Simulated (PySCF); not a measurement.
B3LYP has the VWN-RPA correlation part, as in Gaussian. Delta-SCF ions had no search for a lower state. Excitations are Tamm–Dancoff values on a coarser integration grid. The basis has no diffuse functions, so Rydberg states are missing or too high.

## H$_{6}$BN$_{3}$, SMILES `NB(N)N` (charge 0, multiplicity 1)

The numbers are results of B3LYP-D3(BJ)/def2-TZVP (PySCF 2.14.0), not measurements.

The HOMO is -6.30 eV and the dipole moment is 0.03 D. The HOMO–LUMO gap is 6.81 eV and the LUMO is 0.51 eV. The S1 excitation (TDA) is 5.76 eV. The S1 oscillator strength comes out as 0.000 and the brightest of the four lowest singlets (TDA) is 6.86 eV. The T1 excitation (TDA) is 5.50 eV and the S1–T1 gap (TDA) is 0.27 eV. The vertical ionisation energy (Delta-SCF) is 8.79 eV and the total energy is -192.9434 Ha. The cost is around 90 core-seconds (rough).

```xyz
10

N     -1.1000    -0.9050     0.1015
B      0.0002     0.0002    -0.0003
N      1.3402    -0.4945     0.0532
N     -0.2384     1.4007    -0.1572
H     -0.9891    -1.8948     0.2210
H     -2.0589    -0.6128     0.0648
H      1.5605    -1.4533     0.2502
H      2.1435     0.1066     0.0658
H      0.4970     2.0657    -0.3114
H     -1.1551     1.7873    -0.2877
```
